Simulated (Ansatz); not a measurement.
The same path of BCl2F + FH (6 atoms, charge 0, multiplicity 1) was run twice with different band settings. Lost on the way: B1–Cl2, F5–H6. Made: B1–F5, Cl2–H6.

Computed with Ansatz, RKS r2SCAN/6-31G*.

Relaxed end points:

```xyz
6
Properties=species:S:1:pos:R:3
B 0.046 0.236 0.094
Cl 0.010 0.696 1.808
Cl 1.510 0.442 -0.845
F -1.092 -0.034 -0.507
F 0.322 -2.023 0.597
H 0.276 -1.981 1.534
```

```xyz
6
Properties=species:S:1:pos:R:3
B 0.114 -0.397 -0.572
Cl 0.069 0.002 2.641
Cl 1.515 0.540 -1.036
F -1.099 0.084 -0.736
F 0.265 -1.624 -0.102
H 0.208 -1.268 2.487
```

Common settings: movable images 9; climbing image yes; spring 5.0 eV/Å²; start path through a guess of the saddle point; force threshold 0.05 eV/Å; iteration limit 60; end points relaxed.

| run | optimiser | largest step |
| --- | --- | --- |
| 1 | quadratic models (default) | default |
| 2 | lbfgs | 0.02 Å |

Problem. What does each run give, and how far can it be trusted?

Solution. Run 1: converged after 47 iterations, highest image 0.472 eV above the first end. A vibrational analysis at the climbing image gives one clearly imaginary mode, 804i cm⁻¹: a first-order saddle point.
Run 2: converged after 49 iterations, highest image 0.472 eV above the first end. Another band between the same ends (9 images) ends at a top of the same energy, where a vibrational analysis finds 1 clearly imaginary mode.
The orbitals stay closed-shell, which can raise the energy where a bond breaks towards radicals; this wasn't checked here.
